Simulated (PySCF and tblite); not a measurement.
The numbers below are computed, except where a source is named.
System: C₄H₁₀FNO₂Si, numbered as in [CH3:1][NH:2][Si@@:3]([CH3:4])([F:5])[O:6][C:7]([CH3:8])=[O:9].

Geometries: GFN2-xTB; energies: B3LYP/pcSseg-1 + D3(BJ); zero-point and thermal terms from GFN2-xTB harmonic modes (soft modes blended into free rotors). Rates follow Eyring's equation with the number of equivalent paths and no tunnelling. Programs: tblite and PySCF.

DFT energies on a tight-binding saddle of a bond shift can be off by several kcal/mol.

**Question.** How high is the barrier to the shift of Si3 from O6 to O9, through which structure does it pass, and what rate follows at 298 K?

**Answer.** The electronic barrier is 11.9 kcal/mol and ΔG‡(298 K) 12.5 kcal/mol, over a C1 saddle with an imaginary mode of 208i cm⁻¹ (GFN2-xTB). With 1 equivalent path, k is 4380 s⁻¹, a mean lifetime of the start of 230 µs against this motion. The end lies 1.3 kcal/mol above the start in free energy.
